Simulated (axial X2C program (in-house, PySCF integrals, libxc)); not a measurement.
## Bond lengths and stretching modes, held linear, of ClSeCl

Calculated with an axial X2C code built on PySCF integrals: two-component X2C with atomic mean-field Coulomb and Gaunt terms, Gaussian nuclei, basis Cl dyall-av3z, Se dyall-v3z with contracted cores. Spin-free rows use the one-electron spin-free X2C Hamiltonian.

Masses Cl 34.969, Se 79.917, Cl 34.969 u. States: 2c Ω = 1 (beyond evenly filled blocks: ω = -1/2, ω = 3/2); spin-free M_S = 1, Λ = 0 (beyond evenly filled blocks: π+α, π-α).

r2SCAN, 2c: energies above the lowest point

| r(Cl–Se) (Å) | r(Se–Cl) (Å) | E (meV) |
| --- | --- | --- |
| 2.2132 | 2.2132 | 73.42 |
| 2.2132 | 2.2700 | 31.15 |
| 2.2132 | 2.3267 | 25.14 |
| 2.2700 | 2.2132 | 31.15 |
| 2.2700 | 2.2700 | 0.00 |
| 2.2700 | 2.3267 | 4.22 |
| 2.2700 | 2.3835 | 36.05 |
| 2.3267 | 2.2132 | 25.14 |
| 2.3267 | 2.2700 | 4.22 |
| 2.3267 | 2.3267 | 17.80 |
| 2.3835 | 2.2700 | 36.05 |
| 2.3835 | 2.3835 | 106.56 |

**Question.** Fit a quadratic surface with cubic terms in each bond: where is the minimum, and what are the two stretching wavenumbers?

**Answer.** At r2SCAN, 2c: bonds 2.286 and 2.286 Å; harmonic stretches 318.5 and 324.5 cm⁻¹; force constants 1.62, 1.62 and coupling 0.47 mdyn/Å.

The other levels and Hamiltonians give:

```json
{"Hamiltonian": "2c", "level": "PBE0", "r(Cl–Se) (Å)": "2.269", "r(Se–Cl) (Å)": "2.269", "lower stretch (cm⁻¹)": "327.4", "upper stretch (cm⁻¹)": "337.4"}
{"Hamiltonian": "spin-free", "level": "PBE0", "r(Cl–Se) (Å)": "2.268", "r(Se–Cl) (Å)": "2.268", "lower stretch (cm⁻¹)": "327.7", "upper stretch (cm⁻¹)": "337.7"}
{"Hamiltonian": "spin-free", "level": "r2SCAN", "r(Cl–Se) (Å)": "2.286", "r(Se–Cl) (Å)": "2.286", "lower stretch (cm⁻¹)": "318.8", "upper stretch (cm⁻¹)": "324.8"}
```

Each state is one determinant, the lowest of a limited PBE0 search; the stretches come from a fit to these few points and carry an uncertainty of a few per cent. Other orders of the atoms were not compared. Left out for rough or failed fits: HF 2c, MP2 2c, HF spin-free, MP2 spin-free. The molecule was held linear; bending was not examined, so a bent shape may lie lower. Open-shell Ω = 0 determinants with evenly filled partner blocks cannot be reached by this program, so the Ω shown need not be the lowest component. Note: several unpaired electrons, one determinant need not be a pure state.
